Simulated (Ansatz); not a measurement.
Cost and result up the ladder for the cluster Ta2P2 (the lowest singlet isomer of a short search) (4 atoms). Charge 0, multiplicity 1. Geometry: PBE0-D4/def2-SVP.

```csv
atom,x (Å),y (Å),z (Å)
Ta1,1.437,0.119,0.025
Ta2,-0.515,1.342,-0.114
P3,-0.489,-0.640,1.245
P4,-0.434,-0.822,-1.156
```

Ansatz on 4 threads of Arm Neoverse V1 on a shared host. Times are rough, and most runs start from the orbitals of an earlier one. CAM-B3LYP-D4/def2-TZVP serves as the yardstick here, not as an exact answer. Differences are given only for rows in sets of like size (and for xTB, whose basis is part of the method), since another set adds its own error. Binding counts from free atoms at the same level (Ta quartet, P quartet; other spins of the atoms weren't run), without zero-point energy or a counterpoise term.

In the def2 sets Ta takes a core potential; there is no spin–orbit coupling. B3LYP takes the VWN-RPA correlation. Correlated methods freeze 10 core orbitals; core or outer-core shells of Ta are correlated, in sets that lack core-valence functions. The structure comes from a short search, and lower isomers may exist.

Run but left out: B2PLYP/def2-TZVP (restricted singlet, unstable in another Hartree–Fock run and untested here); MP2/def2-TZVP, CCSD(T)/def2-TZVPP (restricted singlet, unstable towards broken spin symmetry).

Correlated methods converge slowly with the basis.

```tsv
level	functions	wall time	binding energy per atom (eV)	difference from CAM-B3LYP-D4/def2-TZVP (eV)
LDA (SPW92)/def2-TZVP	154	1 s	4.54	1.44
PBE-D4/def2-SVP	100	1.2 s	3.77	–
PBE0-D4/def2-SVP	100	1.6 s	3.38	–
PBE-D4/def2-TZVP	154	1.8 s	3.88	0.78
PBE-D4/def2-TZVPD	172	2.4 s	3.88	0.78
PBE0-D4/def2-TZVP	154	2.5 s	3.52	0.42
CAM-B3LYP-D4/def2-TZVP	154	3.1 s	3.10	0.00
PBE0-D4/def2-TZVPD	172	3.1 s	3.52	0.42
B3LYP-D4/def2-TZVP (with forces)	154	3.4 s	3.33	0.22
RPA@PBE/def2-TZVP	154	4.4 s	3.18	0.08
r2SCAN-D4/def2-TZVP	154	4.7 s	3.55	0.45
r2SCANh-D4/def2-TZVP	154	5.5 s	3.43	0.33
r2SCAN-D4/def2-TZVPD	172	6 s	3.56	0.46
```
